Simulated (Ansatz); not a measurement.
Reaction (ligand exchange at a Ge–Se bond): `[CH3][GeH2][Se]C` + `C=N` → `C=[N][GeH2][CH3]` + `C[SeH]`

Computed with Ansatz on PBE0-D4/def2-TZVP structures; ΔE is electronic, products minus reactants. CCSD(T)/CBS adds triple-zeta CCSD(T) − MP2 to the extrapolated MP2 energy (def2 sets, frozen cores). This one scheme is used for every species. Functionals use def2-TZVPP. For Ge, Se outer-core shells are correlated without core-valence functions, which leaves a few kJ/mol of doubt a bond. Scalar relativity is left out up to krypton. Each species was taken in one conformer, which may not be the lowest.

```
          level  ΔE (eV)
           PBE0     0.62
CCSD/def2-TZVPP     0.57
```

Question: What does CCSD(T)/CBS give? (Best estimate.)

Answer: Ansatz gave: +0.61 eV. The listed levels differ from it by 0.01, -0.04 eV.

Largest T1 diagnostic among the species: 0.012.

The D4 term adds +0.04 eV with B3LYP and +0.03 eV with PBE0; it sums over pairs of atoms, weighted by their polarisabilities, and B3LYP, whose exchange is more repulsive, gets the larger term.

B3LYP here is the variant with VWN-RPA as its local correlation; programs differ in this.
